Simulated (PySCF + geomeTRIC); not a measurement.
These are TPSS-D3(BJ)/def2-SVP (PySCF + geomeTRIC) values and carry that method's errors. fastk is a local helper that only speeds up exchange builds. No frequencies were computed at this level.

```python
import json, numpy as np
from pyscf import gto, dft
from fastk import lowrank_exchange
atoms = """
W     -0.073463    -0.033215     0.066090
O      0.475930    -0.554550     1.571412
O     -1.710656    -0.099128    -0.327972
C      1.030611    -1.179637    -1.471931
H      2.121932    -0.978305    -1.447828
H      0.705326    -0.961908    -2.508032
H      0.944018    -2.276656    -1.372877
C      0.602957     2.056266    -0.214882
H      0.978814     2.216645    -1.249608
H      1.427647     2.368463     0.451957
H     -0.180792     2.821697    -0.075463
"""
def scf(charge, spin, dm0=None):
    mol = gto.M(atom=atoms, basis='def2-svp', ecp={'W': 'def2-svp'}, charge=charge, spin=spin, verbose=3, max_memory=15120)
    mf = dft.KS(mol, xc='tpss').density_fit(auxbasis="def2-universal-jkfit")
    mf.disp = 'd3bj'
    mf.grids.level = 3
    mf.conv_tol = 1e-8
    mf.max_cycle = 120
    mf.level_shift = 0.25
    mf.kernel(dm0)
    if not mf.converged:
        mf = mf.newton().run(mf.mo_coeff, mf.mo_occ).undo_soscf()
    return mf
mf = scf(0, 0)
from pyscf.geomopt.geometric_solver import kernel as optimize
path = []
done, mol = optimize(mf, maxsteps=120, assert_convergence=False, callback=lambda env: path.append((env["energy"], bool(env["g_scanner"].converged))))
res = dict(converged=bool(done and path[-1][1]), energy=path[-1][0], path=[e for e, c in path], xyz=mol.atom_coords(unit="Angstrom").tolist(), nao=mol.nao)
json.dump(res, open("result.json", "w"))
```

Output:

```
converged SCF energy = -297.34591211243
Geometry optimization cycle 1
converged SCF energy = -297.345912104059
cycle 1: E = -297.345912104  dE = -297.346  norm(grad) = 0.152778
Geometry optimization cycle 2
converged SCF energy = -297.359954703441
cycle 2: E = -297.359954703  dE = -0.0140426  norm(grad) = 0.0750936
Geometry optimization cycle 3
converged SCF energy = -297.363940041528
cycle 3: E = -297.363940042  dE = -0.00398534  norm(grad) = 0.0130454
Geometry optimization cycle 4
converged SCF energy = -297.364168546943
cycle 4: E = -297.364168547  dE = -0.000228505  norm(grad) = 0.0128752
Geometry optimization cycle 5
converged SCF energy = -297.364304189896
cycle 5: E = -297.36430419  dE = -0.000135643  norm(grad) = 0.00176935
Geometry optimization cycle 6
converged SCF energy = -297.364343769105
cycle 6: E = -297.364343769  dE = -3.95792e-05  norm(grad) = 0.00155277
Geometry optimization cycle 7
converged SCF energy = -297.364444780274
cycle 7: E = -297.36444478  dE = -0.000101011  norm(grad) = 0.00548082
Geometry optimization cycle 8
converged SCF energy = -297.364572556765
cycle 8: E = -297.364572557  dE = -0.000127776  norm(grad) = 0.00780137
Geometry optimization cycle 9
converged SCF energy = -297.36476235483
cycle 9: E = -297.364762355  dE = -0.000189798  norm(grad) = 0.00789253
Geometry optimization cycle 10
converged SCF energy = -297.364921549037
cycle 10: E = -297.364921549  dE = -0.000159194  norm(grad) = 0.00446626
Geometry optimization cycle 11
converged SCF energy = -297.365095348712
cycle 11: E = -297.365095349  dE = -0.0001738  norm(grad) = 0.00304382
Geometry optimization cycle 12
converged SCF energy = -297.365153002374
cycle 12: E = -297.365153002  dE = -5.76537e-05  norm(grad) = 0.00369863
Geometry optimization cycle 13
converged SCF energy = -297.365185541725
cycle 13: E = -297.365185542  dE = -3.25394e-05  norm(grad) = 0.00206841
Geometry optimization cycle 14
converged SCF energy = -297.365193271105
cycle 14: E = -297.365193271  dE = -7.72938e-06  norm(grad) = 0.000537899
Geometry optimization cycle 15
converged SCF energy = -297.365195571264
cycle 15: E = -297.365195571  dE = -2.30016e-06  norm(grad) = 0.000479595
Geometry optimization cycle 16
converged SCF energy = -297.365198036938
cycle 16: E = -297.365198037  dE = -2.46567e-06  norm(grad) = 0.000894803
Geometry optimization cycle 17
converged SCF energy = -297.365202221846
cycle 17: E = -297.365202222  dE = -4.18491e-06  norm(grad) = 0.00120862
Geometry optimization cycle 18
converged SCF energy = -297.365207143168
cycle 18: E = -297.365207143  dE = -4.92132e-06  norm(grad) = 0.00106678
Geometry optimization cycle 19
converged SCF energy = -297.365210818399
cycle 19: E = -297.365210818  dE = -3.67523e-06  norm(grad) = 0.000603637
Geometry optimization cycle 20
converged SCF energy = -297.365212826053
cycle 20: E = -297.365212826  dE = -2.00765e-06  norm(grad) = 0.000408774
Geometry optimization cycle 21
converged SCF energy = -297.365213704706
cycle 21: E = -297.365213705  dE = -8.78653e-07  norm(grad) = 0.000385267
Geometry optimization cycle 22
converged SCF energy = -297.365214005374
cycle 22: E = -297.365214005  dE = -3.00667e-07  norm(grad) = 0.0002726
Geometry optimization cycle 23
converged SCF energy = -297.365213928561
cycle 23: E = -297.365213929  dE = 7.68129e-08  norm(grad) = 0.000153836
Geometry optimization cycle 24
converged SCF energy = -297.365213757632
cycle 24: E = -297.365213758  dE = 1.70929e-07  norm(grad) = 0.000202169
<class 'geometric.internal.Distance'> : 10
<class 'geometric.internal.Angle'> : 18
<class 'geometric.internal.Dihedral'> : 18
<class 'geometric.internal.TranslationX'> : 1
<class 'geometric.internal.TranslationY'> : 1
<class 'geometric.internal.TranslationZ'> : 1
<class 'geometric.internal.RotationA'> : 1
<class 'geometric.internal.RotationB'> : 1
<class 'geometric.internal.RotationC'> : 1
Step    0 : Gradient = 4.606e-02/1.279e-01 (rms/max) Energy = -297.3459121041
Step    1 : Displace = 9.006e-02/1.627e-01 (rms/max) Trust = 1.000e-01 (=) Grad = 2.264e-02/5.300e-02 (rms/max) E (change) = -297.3599547034 (-1.404e-02) Quality = 0.614
Step    2 : Displace = 5.258e-02/6.402e-02 (rms/max) Trust = 1.000e-01 (=) Grad = 3.933e-03/8.179e-03 (rms/max) E (change) = -297.3639400415 (-3.985e-03) Quality = 1.063
Step    3 : Displace = 1.809e-02/2.995e-02 (rms/max) Trust = 1.414e-01 (+) Grad = 3.882e-03/7.352e-03 (rms/max) E (change) = -297.3641685469 (-2.285e-04) Quality = 0.570
Step    4 : Displace = 9.660e-03/1.488e-02 (rms/max) Trust = 1.414e-01 (=) Grad = 5.335e-04/9.889e-04 (rms/max) E (change) = -297.3643041899 (-1.356e-04) Quality = 1.180
Step    5 : Displace = 1.015e-02/1.781e-02 (rms/max) Trust = 2.000e-01 (+) Grad = 4.682e-04/7.109e-04 (rms/max) E (change) = -297.3643437691 (-3.958e-05) Quality = 1.678
Step    6 : Displace = 3.611e-02/6.574e-02 (rms/max) Trust = 2.828e-01 (+) Grad = 1.653e-03/3.254e-03 (rms/max) E (change) = -297.3644447803 (-1.010e-04) Quality = 1.495
Step    7 : Displace = 5.602e-02/1.041e-01 (rms/max) Trust = 3.000e-01 (+) Grad = 2.352e-03/4.711e-03 (rms/max) E (change) = -297.3645725568 (-1.278e-04) Quality = 1.545
Step    8 : Displace = 1.000e-01/1.863e-01 (rms/max) Trust = 3.000e-01 (=) Grad = 2.380e-03/4.797e-03 (rms/max) E (change) = -297.3647623548 (-1.898e-04) Quality = 1.357
Step    9 : Displace = 6.233e-02/1.114e-01 (rms/max) Trust = 3.000e-01 (=) Grad = 1.347e-03/2.660e-03 (rms/max) E (change) = -297.3649215490 (-1.592e-04) Quality = 1.536
Step   10 : Displace = 5.200e-02/9.621e-02 (rms/max) Trust = 3.000e-01 (=) Grad = 9.177e-04/1.775e-03 (rms/max) E (change) = -297.3650953487 (-1.738e-04) Quality = 1.259
Step   11 : Displace = 1.967e-02/3.277e-02 (rms/max) Trust = 3.000e-01 (=) Grad = 1.115e-03/1.997e-03 (rms/max) E (change) = -297.3651530024 (-5.765e-05) Quality = 1.382
Step   12 : Displace = 1.804e-02/3.414e-02 (rms/max) Trust = 3.000e-01 (=) Grad = 6.236e-04/1.145e-03 (rms/max) E (change) = -297.3651855417 (-3.254e-05) Quality = 1.228
Step   13 : Displace = 6.382e-03/1.239e-02 (rms/max) Trust = 3.000e-01 (=) Grad = 1.622e-04/3.272e-04 (rms/max) E (change) = -297.3651932711 (-7.729e-06) Quality = 1.138
Step   14 : Displace = 2.547e-03/4.087e-03 (rms/max) Trust = 3.000e-01 (=) Grad = 1.446e-04/2.523e-04 (rms/max) E (change) = -297.3651955713 (-2.300e-06) Quality = 1.226
Step   15 : Displace = 3.732e-03/5.834e-03 (rms/max) Trust = 3.000e-01 (=) Grad = 2.698e-04/4.802e-04 (rms/max) E (change) = -297.3651980369 (-2.466e-06) Quality = 1.259
Step   16 : Displace = 8.061e-03/1.381e-02 (rms/max) Trust = 3.000e-01 (=) Grad = 3.644e-04/6.584e-04 (rms/max) E (change) = -297.3652022218 (-4.185e-06) Quality = 1.185
Step   17 : Displace = 1.201e-02/2.112e-02 (rms/max) Trust = 3.000e-01 (=) Grad = 3.216e-04/7.221e-04 (rms/max) E (change) = -297.3652071432 (-4.921e-06) Quality = 1.106
Step   18 : Displace = 1.052e-02/1.882e-02 (rms/max) Trust = 3.000e-01 (=) Grad = 1.820e-04/4.439e-04 (rms/max) E (change) = -297.3652108184 (-3.675e-06) Quality = 1.094
Step   19 : Displace = 5.040e-03/8.883e-03 (rms/max) Trust = 3.000e-01 (=) Grad = 1.232e-04/2.261e-04 (rms/max) E (change) = -297.3652128261 (-2.008e-06) Quality = 1.145
Step   20 : Displace = 2.595e-03/4.336e-03 (rms/max) Trust = 3.000e-01 (=) Grad = 1.162e-04/2.346e-04 (rms/max) E (change) = -297.3652137047 (-8.787e-07) Quality = 0.940
Step   21 : Displace = 1.861e-03/2.662e-03 (rms/max) Trust = 3.000e-01 (=) Grad = 8.219e-05/1.538e-04 (rms/max) E (change) = -297.3652140054 (-3.007e-07) Quality = 0.535
Step   22 : Displace = 1.519e-03/2.306e-03 (rms/max) Trust = 3.000e-01 (=) Grad = 4.638e-05/9.539e-05 (rms/max) E (change) = -297.3652139286 (+7.681e-08) Quality = -0.184
Step   23 : Displace = 7.811e-04/1.392e-03 (rms/max) Trust = 7.596e-04 (-) Grad = 6.096e-05/1.219e-04 (rms/max) E (change) = -297.3652137576 (+1.709e-07) Quality = -0.437
Converged! =D
```

Cost: roughly 14 core-minutes.
